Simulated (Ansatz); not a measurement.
H$_{3}$SSb (`[SH][SbH2]`). The species carries charge 0 and has multiplicity 1. Sb: def2 effective core potential. Geometry: relaxed with PBE0-D4/def2-TZVP.

```xyz
5

S     1.309   -0.124   -0.739
Sb   -0.609    0.161    0.720
H     2.181    0.238    0.215
H    -1.527    1.027   -0.434
H    -1.354   -1.301    0.238
```

(1) What is the dipole moment at PBE/def2-TZVPP? (An estimate is asked.)

(2) And with r2SCAN, B3LYP, ωB97M-V? (Best estimate.)

(3) Give the Mulliken charges with PBE, B3LYP, r2SCAN in def2-TZVPP. (An estimate is asked.)

Answers

(1) Ansatz gave: 1.56 D, with components (-0.44, 0.40, 1.44) D in this frame, pointing from negative to positive charge.

(2) The calculation gave: r2SCAN 1.60 D, B3LYP 1.67 D, ωB97M-V 1.65 D.

(3) Ansatz gave: 
```tsv
atom	PBE	B3LYP	r2SCAN
S1	-0.34	-0.36	-0.36
Sb2	0.37	0.43	0.42
H3	0.12	0.11	0.12
H4	-0.07	-0.09	-0.09
H5	-0.07	-0.09	-0.09
```

B3LYP here is the variant with VWN-RPA as its local correlation; programs differ in this.
